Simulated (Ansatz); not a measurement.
The same path of H₄O₃Si (8 atoms, charge 0, multiplicity 1) was run 3 times with different band settings. Lost on the way: Si1–H2, Si1–O3. Made: H2–O3.

Method: Ansatz 0.2.0, RHF/def2-SVP.

Relaxed end points:

```xyz
8
Properties=species:S:1:pos:R:3
Si -0.041 -0.126 0.417
H 0.076 0.095 1.861
O 1.391 -0.640 -0.208
H 2.181 -0.142 -0.074
O -0.539 1.298 -0.212
H -0.923 1.318 -1.075
O -1.118 -1.295 0.025
H -0.799 -2.156 -0.195
```

```xyz
8
Properties=species:S:1:pos:R:3
Si -1.169 -0.050 0.577
H 1.901 -0.041 1.565
O 1.396 0.004 0.766
H 1.721 -0.675 0.190
O -1.097 1.282 -0.392
H -0.773 1.176 -1.275
O -0.809 -1.223 -0.575
H -0.940 -2.122 -0.317
```

Common settings: movable images 5; climbing image yes; optimiser quadratic models (default); start path through a guess of the saddle point; force threshold 0.05 eV/Å; iteration limit 60; end points relaxed.

| run | spring |
| --- | --- |
| 1 | 5.0 eV/Å² |
| 2 | 2.0 to 10.0 eV/Å², energy-weighted |
| 3 | 0.1 eV/Å² |

Task: What does each run give, and how far can it be trusted?

Result: Run 1: converged after 19 iterations, highest image 4.436 eV above the first end. Neighbouring images differ by up to 3.0 eV, so the band resolves the path poorly. A vibrational analysis at the climbing image gives one clearly imaginary mode, 2020i cm⁻¹: a first-order saddle point.
Run 2: converged after 16 iterations, highest image 4.436 eV above the first end. Neighbouring images differ by up to 2.2 eV, so the band resolves the path poorly. Another band between the same ends (5 images) ends at a top of the same energy, where a vibrational analysis finds 1 clearly imaginary mode.
Run 3: converged after 27 iterations, highest image 4.366 eV above the first end. The profile has 2 maxima (images 2, 4) with wells between them (image 3): this band takes more than one step, which may be the mechanism or a detour left from its start path. Neighbouring images differ by up to 4.3 eV, so the band resolves the path poorly. The order of the point at the top wasn't checked.
The orbitals stay closed-shell, which can raise the energy where a bond breaks towards radicals; this wasn't checked here.
